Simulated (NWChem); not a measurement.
Molecule: CH4OSi; SMILES O=C[SiH3]

```xyz
7

O     -0.3448    -1.6867     0.0000
C      0.4833    -0.8113     0.0000
Si    -0.0646     1.0477     0.0000
H      1.5795    -1.0718     0.0000
H     -0.8896     1.2838     1.2198
H     -0.8896     1.2838    -1.2198
H      1.1235     1.9530     0.0000
```
Atoms are numbered in this order, from 1.

All runs: NWChem. Pople sets run with spherical d functions. The geometry was optimised at PBE0/def2-SVP. Atomic charges in e: unrestrained fits to the electrostatic potential beside Mulliken populations; buried atoms are poorly determined by the fit.

### Question
Predict the results for Hartree-Fock/6-31G*. Quantities: ESP O1; Mulliken O1; ESP C2; Mulliken C2; ESP Si3; Mulliken Si3; relative RMS misfit of the potential (%).

### Answer
The ESP O1 is -0.48 and the Mulliken O1 is -0.45. The ESP C2 is 0.40, the Mulliken C2 is 0.05 and the ESP Si3 is 0.41. The Mulliken Si3 is 0.64 and the relative RMS misfit of the potential (%) is 21.
